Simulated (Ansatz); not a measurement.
CH$_{6}$AlISi. The species carries charge 0 and has multiplicity 1. I: def2 effective core potential. The bonds changed during the relaxation, so this is another structure than the one it started from.

```xyz
10

Al    0.403    0.625   -1.693
C    -0.489    0.443    0.053
Si    0.225   -0.559    1.452
I    -1.934   -0.806   -1.041
H     1.543   -0.416   -2.036
H     0.015    1.865   -2.597
H    -1.080    1.299    0.379
H    -0.813   -1.015    2.415
H     1.200    0.309    2.170
H     0.929   -1.744    0.900
```

Task: List the harmonic frequencies (cm⁻¹, unscaled) at PBE0-D4/def2-TZVP in Ansatz. (Estimate.)

Result: Ansatz gave: 118, 141, 158, 173, 283, 408, 469, 530, 573, 647, 702, 755, 814, 922, 927, 943, 955, 1058, 1933, 1946, 2208, 2220, 2242, 3135.

Task: Is this a minimum?

Result: Yes, all 24 modes are real.

Task: Give the ideal-gas thermochemistry at 298.15 K and 1 bar (rigid rotor, harmonic oscillator; point group C1, symmetry number 1).

Result: Zero-point energy 145.1 kJ/mol; H(298) − E = 167.1 kJ/mol; entropy 365.4 J/(mol·K), of which translation 174.9, rotation 119.9, vibration 70.6; G(298) − E = 58.2 kJ/mol.

Task: And at 400, 500, 600, 800 and 1000 K?

Result: 
| T (K) | H − E (kJ/mol) | S (J/mol/K) | G − E (kJ/mol) |
| --- | --- | --- | --- |
| 400 | 180.0 | 402.4 | 19.0 |
| 500 | 194.4 | 434.6 | -22.9 |
| 600 | 210.2 | 463.4 | -67.8 |
| 800 | 245.0 | 513.2 | -165.6 |
| 1000 | 282.7 | 555.3 | -272.5 |
